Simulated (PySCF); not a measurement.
# Reading the logs of faulty runs: B2CH3O

These are calculations, not measurements. The program is PySCF 2.14.0, an open-source quantum chemistry code, run on an isolated molecule that a program drew, which may never have been made. The molecule is B2CH3O (charge 0, doublet), drawn as the SMILES string `[BH]CB=O`.

Each row is a Hartree-Fock (HF) and frozen-core CCSD(T) single point in the cc-pVDZ basis, meant for a local HF minimum. Run 1 is clean. Each other run has one planted mistake out of seven kinds, and not every kind appears here: one electron removed, one electron added, multiplicity raised by two, geometry at a saddle point, minimal basis STO-3G, one bond length entered in bohr, all coordinates scaled. The reference is restricted for singlets and unrestricted otherwise, and also for a bond in bohr. Adding or removing an electron swaps singlet and doublet. Electrons count all cores. HOMO and LUMO are orbital energies over both spins, the gradient is its largest component, and the lowest frequency (negative if imaginary) is given only where the gradient is small. Bond lengths are over the 6 bonds as drawn. T1 is the CCSD diagnostic: over 0.02 (restricted) or 0.045 (unrestricted) a single reference is doubtful.

Geometry of the clean run:
```xyz
7
B2CH3O, angstrom
B    -0.7262   -0.7374    0.2690
C    -0.0117    0.6598    0.3527
B     1.0331    0.6828    1.4900
O     1.8376    0.6989    2.3654
H    -1.5618   -1.1462    1.0210
H    -0.7446    1.4388    0.5989
H     0.4995    0.9357   -0.5727
```

| run | electrons | basis functions | <S^2> | HOMO (eV) | LUMO (eV) | gradient (hartree/bohr) | lowest frequency (cm^-1) | mean bond (Å) | longest bond (Å) | T1 | HF (hartree) | CCSD(T) (hartree) | mistake |
|---|---|---|---|---|---|---|---|---|---|---|---|---|---|
| 1 | 27 | 71 | 0.753 | -9.67 | 1.41 | 2.5e-05 | 169 | 1.2819 | 1.572 | 0.0172 | -163.84958 | -164.34874 | no fault |
| 2 | 26 | 71 | 0.000 | -18.31 | -7.37 | 7.3e-02 | - | 1.2819 | 1.572 | 0.0213 | -163.53616 | -164.03387 | one electron removed |
| 3 | 27 | 71 | 0.753 | -9.56 | 1.52 | 4.6e-02 | - | 1.2511 | 1.534 | 0.0163 | -163.84507 | -164.33954 | all coordinates scaled |
| 4 | 27 | 71 | 3.757 | -8.29 | -3.47 | 9.5e-02 | - | 1.2819 | 1.572 | 0.0435 | -163.64333 | -164.14008 | ? |

**Which mistake was planted in run 4, and what did it cost?**

Electrons, basis and geometry are unchanged, and <S^2> is 3.757, beside S(S+1) = 3.75 for a multiplicity of 4. So the mistake is: multiplicity raised by two. Subtracting run 1 and multiplying by 627.51 kcal/mol a hartree, the energy moved by 129.4 kcal/mol in HF and 130.9 kcal/mol in CCSD(T).

Cautions from the logs. Run 2: T1 is over the limit, so its CCSD(T) energy is less reliable.
